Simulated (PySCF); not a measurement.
A ladder of Hamiltonians for Si¹⁰⁺ (silicon, charge +10)

Occupied: 1s1/2, 2s1/2. Hartree-Fock calculated with PySCF 2.14 in an uncontracted even-tempered set (17 s from 0.44 bohr⁻², ratio 2.7; 11 p from 0.53 bohr⁻², ratio 2.7), Gaussian nucleus throughout. NR is non-relativistic, sf-X2C the spin-free one-electron X2C Hamiltonian, X2C adds the bare one-electron spin-orbit term, X2C-SNSO screens it by Boettger's factors, DC is four-component Dirac-Coulomb, and the Gaunt and Breit terms are added at first order (total energies over the DC spinors, levels after relaxing the spinors in that mean field). QED terms are absent. Levels marked empty are virtual spinors of this ion.

```csv
Hamiltonian,E (hartree)
NR,-223.8184
sf-X2C,-224.3874
X2C,-224.3874
X2C-SNSO,-224.3874
DC,-224.4072
DC+Gaunt,-224.3667
DC+Breit,-224.3673
```

```csv
level (eV),NR,sf-X2C,X2C,X2C-SNSO,DC,DC+Gaunt,DC+Breit
1s1/2,-2297.8,-2302.9,-2302.9,-2302.9,-2303.4,-2302.4,-2302.4
2s1/2,-470.58,-471.92,-471.92,-471.92,-471.96,-471.87,-471.88
2p1/2 (empty),-400.33,-400.64,-401.36,-401.26,-401.27,-401.13,-401.15
2p3/2 (empty),-400.33,-400.64,-400.28,-400.33,-400.33,-400.25,-400.27
3s1/2 (empty),-173.72,-174.09,-174.09,-174.09,-174.10,-174.08,-174.09
```

**Question.** How large are the two-electron picture-change error of X2C and the Breit correction in the total energy?

**Answer.** X2C-1e lies 0.0198 hartree above Dirac-Coulomb; Gaunt adds 0.0405 and the full Breit term 0.0399 hartree.

| interval (eV) | X2C | X2C-SNSO | DC | DC+Gaunt | DC+Breit |
| --- | --- | --- | --- | --- | --- |
| 2p3/2 − 2p1/2 | 1.085 | 0.9292 | 0.9444 | 0.8835 | 0.8835 |

Weight of the small component: 1s1/2 0.00249, 2s1/2 0.000493, 2p1/2 0.000459, 2p3/2 0.000458, 3s1/2 0.000176.

Koopmans' value for the highest occupied level at DC+Breit: 471.88 eV, against an ionisation energy of 476.27 eV (semi-empirical (NIST evaluation); NIST Atomic Spectra Database, ionization energies); the former lacks relaxation, correlation, QED and recoil.

The whole ladder took 23 s of wall time on 1 thread of Intel(R) Xeon(R) 6975P-C (shared host), launched as `OMP_NUM_THREADS=1 python relrun2.py TASK.json OUT` (a driver that calls PySCF for each Hamiltonian).
